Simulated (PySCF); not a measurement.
HCl₃OTi, triplet, at a GFN2-xTB geometry (such geometries of metal compounds can be far from the true shape) (the multiplicity is a formal guess); DF-HF/def2-SVP in PySCF.

Here is a job for PySCF.
```python
from pyscf import gto, scf

mol = gto.M(
    atom='''
Ti   -0.54974885    0.09796153   -0.12187001
Cl    1.41842475    1.26250066   -0.23209330
Cl    0.69149532   -0.35310938    1.74838553
Cl   -0.31145690   -1.58084807   -1.40392371
O    -1.95692250    0.98389176    0.08434367
H    -2.82401938    1.38847767    0.09612609
''',
    basis='def2-svp',
    spin=2,
    verbose=4,
)

mf = scf.UHF(mol)
mf.diis = False
mf.max_cycle = 100
mf = mf.density_fit(auxbasis='def2-universal-jkfit')
mf.kernel()
mf.analyze()
```

Output, abridged:

```
PySCF version 2.14.0

[INPUT] verbose = 4
[INPUT] num. atoms = 6
[INPUT] num. electrons = 82
[INPUT] charge = 0
[INPUT] spin (= nelec alpha-beta = 2S) = 2
[INPUT] symmetry False subgroup None
[INPUT] Mole.unit = angstrom
[INPUT] Symbol           X                Y                Z      unit          X                Y                Z       unit  Magmom
[...]
nuclear repulsion = 544.588396828852
number of shells = 44
number of NR pGTOs = 212
number of NR cGTOs = 104
basis = def2-svp
ecp = {}

******** <class 'pyscf.df.df_jk.DFUHF'> ********
method = DFUHF
initial guess = minao
damping factor = 0
level_shift factor = 0
DIIS disabled
SCF conv_tol = 1e-09
SCF conv_tol_grad = None
SCF max_cycles = 100
direct_scf = False
number electrons alpha = 42  beta = 40
Set gradient conv threshold to 3.16228e-05
******** <class 'pyscf.df.df.DF'> ********
auxbasis = def2-universal-jkfit
init E= -2301.86660658138

cycle= 1 E= -2301.51076043544  delta_E= 0.356  |g|= 0.65  |ddm|= 2.34
cycle= 2 E= -2301.28708078198  delta_E= 0.224  |g|= 1.16  |ddm|= 1.79

cycle= 3 E= -2301.44205800183  delta_E= -0.155  |g|= 0.892  |ddm|=    2
cycle= 4 E= -2301.01241718251  delta_E= 0.43  |g|= 1.45  |ddm|= 2.04

cycle= 5 E= -2301.07281085324  delta_E= -0.0604  |g|= 1.16  |ddm|= 3.11
cycle= 6 E= -2297.75042013545  delta_E= 3.32  |g|= 3.41  |ddm|= 3.51
cycle= 7 E= -2297.63743860542  delta_E= 0.113  |g|= 3.21  |ddm|= 4.89
cycle= 8 E= -2275.50802497697  delta_E= 22.1  |g|= 5.46  |ddm|=    6

cycle= 9 E= -2227.03841223573  delta_E= 48.5  |g|= 6.83  |ddm|= 18.8
cycle= 10 E= -2230.1038714516  delta_E= -3.07  |g|= 8.67  |ddm|= 21.7
cycle= 11 E= -2212.78469265297  delta_E= 17.3  |g|= 7.35  |ddm|= 24.8
cycle= 12 E= -2230.580900707  delta_E= -17.8  |g|= 7.48  |ddm|= 24.2

cycle= 13 E= -2185.06361512519  delta_E= 45.5  |g|= 7.62  |ddm|= 24.8

cycle= 14 E= -2235.21671227082  delta_E= -50.2  |g|= 5.61  |ddm|= 24.5

cycle= 15 E= -2153.35529331422  delta_E= 81.9  |g|=  7.7  |ddm|= 22.9

cycle= 16 E= -2114.48570311743  delta_E= 38.9  |g|= 6.69  |ddm|= 22.8

cycle= 17 E= -2148.68953622662  delta_E= -34.2  |g|= 6.19  |ddm|=   35

cycle= 18 E= -2054.60663152053  delta_E= 94.1  |g|= 6.23  |ddm|=   35

cycle= 19 E= -2149.39148719362  delta_E= -94.8  |g|= 6.08  |ddm|= 39.4

cycle= 20 E= -2054.60366394594  delta_E= 94.8  |g|= 6.23  |ddm|= 39.4

cycle= 21 E= -2149.42401715678  delta_E= -94.8  |g|= 6.08  |ddm|= 39.5

cycle= 22 E= -2054.60385618599  delta_E= 94.8  |g|= 6.23  |ddm|= 39.5

cycle= 23 E= -2149.42504039658  delta_E= -94.8  |g|= 6.09  |ddm|= 39.5

cycle= 24 E= -2054.60385897209  delta_E= 94.8  |g|= 6.23  |ddm|= 39.5

cycle= 25 E= -2149.42507152381  delta_E= -94.8  |g|= 6.09  |ddm|= 39.5

cycle= 26 E= -2054.60385892433  delta_E= 94.8  |g|= 6.23  |ddm|= 39.5

cycle= 27 E= -2149.42507246071  delta_E= -94.8  |g|= 6.09  |ddm|= 39.5

cycle= 28 E= -2054.60385891965  delta_E= 94.8  |g|= 6.23  |ddm|= 39.5

cycle= 29 E= -2149.4250724888  delta_E= -94.8  |g|= 6.09  |ddm|= 39.5

cycle= 30 E= -2054.60385891943  delta_E= 94.8  |g|= 6.23  |ddm|= 39.5

cycle= 31 E= -2149.42507248963  delta_E= -94.8  |g|= 6.09  |ddm|= 39.5

cycle= 32 E= -2054.60385891942  delta_E= 94.8  |g|= 6.23  |ddm|= 39.5

cycle= 33 E= -2149.42507248966  delta_E= -94.8  |g|= 6.09  |ddm|= 39.5

cycle= 34 E= -2054.60385891942  delta_E= 94.8  |g|= 6.23  |ddm|= 39.5

cycle= 35 E= -2149.42507248966  delta_E= -94.8  |g|= 6.09  |ddm|= 39.5

cycle= 36 E= -2054.60385891942  delta_E= 94.8  |g|= 6.23  |ddm|= 39.5

cycle= 37 E= -2149.42507248966  delta_E= -94.8  |g|= 6.09  |ddm|= 39.5

cycle= 38 E= -2054.60385891942  delta_E= 94.8  |g|= 6.23  |ddm|= 39.5

cycle= 39 E= -2149.42507248966  delta_E= -94.8  |g|= 6.09  |ddm|= 39.5

cycle= 40 E= -2054.60385891942  delta_E= 94.8  |g|= 6.23  |ddm|= 39.5

cycle= 41 E= -2149.42507248966  delta_E= -94.8  |g|= 6.09  |ddm|= 39.5

cycle= 42 E= -2054.60385891942  delta_E= 94.8  |g|= 6.23  |ddm|= 39.5

cycle= 43 E= -2149.42507248966  delta_E= -94.8  |g|= 6.09  |ddm|= 39.5

[...]
SCF not converged.
Total Energy =                       -2054.603858919418599
[...]
spin_pop of  0 Ti 3dx2-y2    0.00053
spin_pop of  0 Ti 4dxy     -0.00031
spin_pop of  0 Ti 4dyz      0.01973
spin_pop of  0 Ti 4dz^2     0.00017
spin_pop of  0 Ti 4dxz      0.00145
spin_pop of  0 Ti 4dx2-y2    0.00075
spin_pop of  0 Ti 4f-3      0.00056
spin_pop of  0 Ti 4f-2      0.00517
spin_pop of  0 Ti 4f-1      0.00321
spin_pop of  0 Ti 4f+0      0.00192
spin_pop of  0 Ti 4f+1     -0.00008
spin_pop of  0 Ti 4f+2      0.00011
spin_pop of  0 Ti 4f+3      0.00001
spin_pop of  1 Cl 1s        0.00000
spin_pop of  1 Cl 2s        0.00000
spin_pop of  1 Cl 3s        0.00043
spin_pop of  1 Cl 4s        0.01823
spin_pop of  1 Cl 2px       0.00000
spin_pop of  1 Cl 2py       0.00000
spin_pop of  1 Cl 2pz       0.00001
spin_pop of  1 Cl 3px       0.00464
spin_pop of  1 Cl 3py       0.00041
spin_pop of  1 Cl 3pz       0.01568
spin_pop of  1 Cl 4px       0.00180
spin_pop of  1 Cl 4py       0.01443
spin_pop of  1 Cl 4pz       0.01926
spin_pop of  1 Cl 3dxy      0.13850
spin_pop of  1 Cl 3dyz      0.08577
spin_pop of  1 Cl 3dz^2     0.26848
spin_pop of  1 Cl 3dxz      0.37146
spin_pop of  1 Cl 3dx2-y2    0.02835
spin_pop of  2 Cl 1s        0.00000
spin_pop of  2 Cl 2s        0.00000
spin_pop of  2 Cl 3s        0.00043
spin_pop of  2 Cl 4s        0.01823
spin_pop of  2 Cl 2px       0.00000
spin_pop of  2 Cl 2py       0.00001
spin_pop of  2 Cl 2pz       0.00000
spin_pop of  2 Cl 3px       0.00060
spin_pop of  2 Cl 3py       0.01960
spin_pop of  2 Cl 3pz       0.00053
spin_pop of  2 Cl 4px       0.01172
spin_pop of  2 Cl 4py       0.01378
spin_pop of  2 Cl 4pz       0.00999
spin_pop of  2 Cl 3dxy      0.31948
spin_pop of  2 Cl 3dyz      0.00333
spin_pop of  2 Cl 3dz^2     0.01774
spin_pop of  2 Cl 3dxz      0.14699
spin_pop of  2 Cl 3dx2-y2    0.40501
spin_pop of  3 Cl 1s        0.00000
spin_pop of  3 Cl 2s       -0.00000
spin_pop of  3 Cl 3s        0.00022
spin_pop of  3 Cl 4s        0.00036
spin_pop of  3 Cl 2px       0.00000
spin_pop of  3 Cl 2py       0.00000
spin_pop of  3 Cl 2pz      -0.00000
spin_pop of  3 Cl 3px      -0.00003
spin_pop of  3 Cl 3py      -0.00001
spin_pop of  3 Cl 3pz       0.00001
spin_pop of  3 Cl 4px      -0.00000
spin_pop of  3 Cl 4py       0.00005
spin_pop of  3 Cl 4pz       0.00003
spin_pop of  3 Cl 3dxy      0.00002
spin_pop of  3 Cl 3dyz      0.00002
spin_pop of  3 Cl 3dz^2     0.00000
spin_pop of  3 Cl 3dxz      0.00001
spin_pop of  3 Cl 3dx2-y2    0.00001
spin_pop of  4 O 1s       -0.00003
spin_pop of  4 O 2s        0.00014
spin_pop of  4 O 3s        0.00040
spin_pop of  4 O 2px       0.00005
spin_pop of  4 O 2py      -0.00007
spin_pop of  4 O 2pz      -0.00001
spin_pop of  4 O 3px       0.00001
spin_pop of  4 O 3py       0.00015
spin_pop of  4 O 3pz       0.00009
spin_pop of  4 O 3dxy     -0.00004
spin_pop of  4 O 3dyz     -0.00001
spin_pop of  4 O 3dz^2    -0.00001
spin_pop of  4 O 3dxz     -0.00001
spin_pop of  4 O 3dx2-y2   -0.00000
spin_pop of  5 H 1s        0.00013
spin_pop of  5 H 2s        0.00017
spin_pop of  5 H 2px      -0.00001
spin_pop of  5 H 2py      -0.00001
spin_pop of  5 H 2pz      -0.00001
 ** Mulliken Spin Density (per atom)  **
spin density of  0 Ti =      0.06348
spin density of  1 Cl =      0.96747
spin density of  2 Cl =      0.96747
spin density of  3 Cl =      0.00067
spin density of  4 O =      0.00065
spin density of  5 H =      0.00027
 ** Mulliken pop alpha/beta on meta-lowdin orthogonal AOs **
 ** Mulliken pop       alpha | beta **
In total            42.00000 | 40.00000
 ** Mulliken atomic charges   ( Nelec_alpha | Nelec_beta ) **
charge of  0Ti =     -7.77914  (    14.92131     14.85783 )
charge of  1Cl =     -6.99416  (    12.48081     11.51335 )
charge of  2Cl =     -6.99416  (    12.48081     11.51335 )
charge of  3Cl =     14.90151  (     1.04958      1.04891 )
charge of  4O =      5.87477  (     1.06294      1.06229 )
charge of  5H =      0.99118  (     0.00455      0.00427 )
Dipole moment(X, Y, Z, Debye): -149.54818, -123.01361, -155.24175
```

Convergence was not reached.
